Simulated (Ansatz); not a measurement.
The inner images of a band of ClH + F3H3OSiTi (11 atoms, charge 0, multiplicity 1) are given out of order.

Theory: Ansatz 0.2.0, RHF/def2-SVP.

Initial state:

```xyz
11
Properties=species:S:1:pos:R:3
Ti -0.270 0.222 -0.042
O -0.937 -0.017 1.535
Si -1.527 -0.334 3.074
H -1.964 -1.740 3.130
H -0.457 -0.070 4.051
H -2.670 0.568 3.311
F 1.267 -0.609 -0.139
F -0.021 1.909 -0.336
F -1.334 -0.423 -1.244
Cl 1.680 -2.657 2.423
H 1.953 -2.048 1.335
```

Final state:

```xyz
11
Properties=species:S:1:pos:R:3
Ti 0.108 -0.511 -0.070
O 0.030 -0.685 2.156
Si -1.227 -0.198 3.207
H -2.352 -1.136 3.090
H -0.648 -0.256 4.563
H -1.600 1.171 2.838
F 1.110 0.859 0.221
F -1.593 -0.279 0.260
F 0.014 -0.441 -1.784
Cl 1.151 -2.497 0.106
H 0.724 -1.227 2.511
```

Question: Put them in order from the first end to the last, with their energies above the first end.
A.
```xyz
11
Properties=species:S:1:pos:R:3
Ti 0.204 -0.529 0.019
O -0.081 -0.748 2.125
Si -1.353 -0.159 3.129
H -2.622 -0.749 2.693
H -0.984 -0.649 4.471
H -1.344 1.306 3.076
F 1.243 0.806 -0.235
F -1.348 0.259 0.332
F -0.251 -1.168 -1.507
Cl 1.697 -2.223 0.494
H 0.556 -1.346 2.503
```
B.
```xyz
11
Properties=species:S:1:pos:R:3
Ti -0.211 0.180 0.027
O -0.945 0.033 1.589
Si -1.560 -0.265 3.118
H -2.359 -1.503 3.071
H -0.435 -0.402 4.060
H -2.408 0.880 3.500
F 1.509 -0.092 0.161
F -0.472 1.773 -0.597
F -0.887 -0.969 -1.075
Cl 1.384 -2.876 1.880
H 2.103 -1.958 1.365
```
C.
```xyz
11
Properties=species:S:1:pos:R:3
Ti -0.100 -0.004 0.007
O -0.605 -0.320 1.658
Si -1.489 -0.177 3.066
H -2.835 -0.738 2.844
H -0.795 -0.933 4.128
H -1.581 1.250 3.430
F 1.526 0.583 -0.059
F -1.117 1.271 -0.563
F -0.361 -1.358 -1.037
Cl 1.860 -2.594 1.304
H 1.216 -2.178 2.320
```
D.
```xyz
11
Properties=species:S:1:pos:R:3
Ti 0.261 -0.484 0.036
O -0.236 -0.763 2.035
Si -1.421 -0.172 3.136
H -2.735 -0.664 2.709
H -1.010 -0.770 4.419
H -1.339 1.291 3.166
F 1.390 0.694 -0.482
F -1.142 0.573 0.179
F -0.324 -1.460 -1.244
Cl 1.864 -2.046 0.798
H 0.411 -1.397 2.346
```
E.
```xyz
11
Properties=species:S:1:pos:R:3
Ti 0.140 -0.528 -0.037
O 0.009 -0.671 2.151
Si -1.277 -0.180 3.175
H -2.500 -0.908 2.817
H -0.832 -0.556 4.531
H -1.423 1.274 3.041
F 1.143 0.861 0.015
F -1.519 -0.067 0.307
F -0.097 -0.787 -1.718
Cl 1.398 -2.393 0.301
H 0.675 -1.243 2.514
```
F.
```xyz
11
Properties=species:S:1:pos:R:3
Ti 0.134 -0.327 0.094
O -0.321 -0.691 1.903
Si -1.416 -0.209 3.107
H -2.768 -0.622 2.696
H -1.003 -0.893 4.344
H -1.328 1.253 3.252
F 1.518 0.626 -0.254
F -1.123 0.842 -0.075
F -0.292 -1.442 -1.138
Cl 1.719 -2.203 1.213
H 0.600 -1.532 1.958
```
G.
```xyz
11
Properties=species:S:1:pos:R:3
Ti -0.196 0.093 0.002
O -0.932 -0.096 1.566
Si -1.589 -0.243 3.093
H -2.842 -1.013 2.998
H -0.622 -0.936 3.965
H -1.857 1.111 3.615
F 1.519 0.315 0.184
F -0.840 1.521 -0.734
F -0.550 -1.239 -1.045
Cl 1.418 -2.802 1.506
H 2.210 -1.909 1.947
```

Answer: B (+0.01 eV), G (+0.06 eV), C (+0.16 eV), F (+1.02 eV), D (+0.18 eV), A (+0.08 eV), E (-0.01 eV).

The run took 4.7 min on 4 threads of Intel(R) Xeon(R) 6975P-C (Granite Rapids) (shared host), peak memory 0.48 GiB.
